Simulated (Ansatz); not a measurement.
**A barrier at the coupled-cluster level**

Start structure (SiNH4O2F, closed shell), relaxed at PBE0-D4/def2-TZVP:

Si1  (-0.537, 0.220, 0.207)
F2  (1.707, -1.923, 0.445)
N3  (0.606, 0.541, -0.945)
H4  (1.410, -0.068, -1.004)
O5  (-1.716, 1.316, 0.109)
O6  (-0.476, -0.935, 1.202)
H7  (0.576, 1.298, -1.605)
H8  (-2.438, 1.226, 0.736)
H9  (0.869, -1.675, 0.854)
(Å)

The step: SiNH₃O₂ ([NH2][Si]([O])[OH]) + HF → SiNH₃O₂ ([NH][Si]([OH])[OH]) + HF; bonds formed: F2–H4, O6–H9; bonds broken: F2–H9, N3–H4. Computed with Ansatz 0.2.0 (basis: def2-TZVPP and def2-QZVPP); correlated methods freeze the cores. Extrapolation: Hartree–Fock as exp(−7.88 √X), correlation as X^−2.97. Energies below are by CCSD(T) at an estimated basis limit (MP2 extrapolated from triple and quadruple zeta, plus CCSD(T) − MP2 in triple zeta).

Task: What are the electronic barrier and the energy of the step, from the start structure to the end structure? (Judge from chemistry; the value comes from the calculation.)

Result: The calculation gives: Barrier 81.9 kJ/mol; step energy 63.1 kJ/mol (uphill); reverse barrier, their difference, 18.9 kJ/mol. Barrier and step energy count from the start structure, the reverse barrier from the end structure.

The saddle point: One imaginary mode of 776i cm⁻¹.
```
 pair  start (Å)  saddle (Å)  end (Å)
F2–H4       2.37        1.21     1.00
O6–H9       1.57        1.04     0.98
F2–H9       0.96        1.46     1.87
N3–H4       1.01        1.23     1.55
```

Zero-point energy (harmonic, PBE0-D4): ZPE is 152.2 kJ/mol at the start and 139.6 kJ/mol at the saddle, so the barrier goes from 81.9 to 69.3 kJ/mol.

No T1 diagnostic of these runs exceeds 0.014.

Labels in which every atom is bracketed show which atoms are joined, not bond orders.

For scale, one of the runs: CCSD(T)/def2-TZVPP, 222 basis functions, launched by `ansatz run in.yaml --threads 4 --pin off --events-out ev --progress --plain --max-ram 9574MiB`. Hardware: 4 CPU threads of an Intel Xeon, shared host. Wall time 2.1 min; peak host memory 3.7 GiB.
